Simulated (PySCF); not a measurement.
[RuN(OH)4]- (charge -1 and singlet state).
Cartesian coordinates in Å at the PBE0-D3(BJ)/def2-SVP level; atoms count from 1:
```
atom  x, y, z in Å
Ru1    0.2407    0.0506    0.3688
N2     0.4127    0.2056    1.9357
O3     1.9774    0.1101   -0.4752
H4     2.1698   -0.8346   -0.5686
O5     0.0013    1.8554   -0.3676
H6    -0.8878    2.1335   -0.1116
O7    -1.6530   -0.2381   -0.0605
H8    -1.9654    0.5799   -0.4669
O9     0.3793   -1.8432   -0.0844
H10   -0.5504   -2.0960   -0.1652
```

Method used: PBE0-D3(BJ)/def2-SVP geometry optimisation, gas phase, def2 core potentials past Kr (PySCF).

Take the most abundant isotopes and a rigid rotor. 

Q: Give the principal moments of inertia and the rotational constants in cm⁻¹.

A: Ia = 175.70, Ib = 183.89, Ic = 239.42 u·Å²; 505379 MHz·u·Å²/I gives 2876, 2748 and 2111 MHz, that is A = 0.09594, B = 0.09167, C = 0.07041 cm⁻¹.

Q: Classify the top.

A: An asymmetric top; Ray's κ = 0.665.

Q: Is it planar, by Δ = Ic − Ia − Ib?

A: Not planar: Δ = Ic − Ia − Ib = -120.18 u·Å². For a rigid frame Δ = −2 Σ m c², so Σ m c² = 60.09 u·Å² lies off the ab plane: 1.74 from hydrogen and 58.35 from heavier atoms. The atom farthest from that plane is 1.69 Å away.

Q: Give the other two planar moments, Paa and Pbb, and the rms extents of the mass along the axes.

A: Paa = Σ m a² = (Ib + Ic − Ia)/2 = 123.80 and Pbb = Σ m b² = (Ia + Ic − Ib)/2 = 115.62 u·Å². With the mass M = 183.92 u, the rms extents √(P/M) along a, b and c are 0.82, 0.79, 0.57 Å.

Q: List the rotational levels J(Ka,Kc) to J = 3 (MHz).

A: Above 0(0,0):
J = 1: 1(0,1) 4859, 1(1,1) 4987, 1(1,0) 5625
J = 2: 2(0,2) 14051, 2(1,2) 14068, 2(1,1) 15980, 2(2,1) 16364, 2(2,0) 16891
J = 3: 3(0,3) 27423, 3(1,3) 27424, 3(1,2) 30857, 3(2,2) 30942, 3(2,1) 32674, 3(3,1) 33440, 3(3,0) 33832
The levels of one J sum to (2J + 1)J(J + 1)(A + B + C)/3.

Q: Predict some low-J microwave lines.

A: The dipole components (about the centre of mass, as the species is charged) are |μa| = 1.12 D, |μb| = 2.10 D, |μc| = 0.12 D. The squared components, which scale the intensities, stand as 0.28 : 1.00 : 0.00 (a : b : c). Some lines, for components of 0.1 D or more:

```tsv
type	branch	J(Ka,Kc)	MHz	lower level (cm⁻¹)
a	Q	5(1,4) ← 5(1,5)	6276	2.229
a	R	2(1,2) ← 1(1,1)	9081	0.166
b	R	3(1,2) ← 2(2,1)	14492	0.546
a	R	3(1,2) ← 2(1,1)	14876	0.533
b	R	4(2,3) ← 3(1,2)	19035	1.029
b	R	5(0,5) ← 4(1,4)	21807	1.501
c	R	4(2,2) ← 3(1,2)	22354	1.029
b	R	5(2,3) ← 4(3,2)	24475	1.783
b	R	5(3,2) ← 4(4,1)	24867	1.875
a	R	5(4,1) ← 4(4,0)	26362	1.884
```

Not checked by PBE0-D3(BJ)/def2-SVP frequencies. The geometry's basis has no diffuse functions, a weakness for an anion. No vibrational averaging or centrifugal distortion is included, and the geometry carries the error of its method. Quadrupole hyperfine structure (14N) is left out.

Time: 2.7 min; peak memory 0.48 GiB. Hardware: one thread of an Arm Neoverse N1, shared host with 64 logical CPUs at a one-minute load of 59. This is the geometry optimisation.
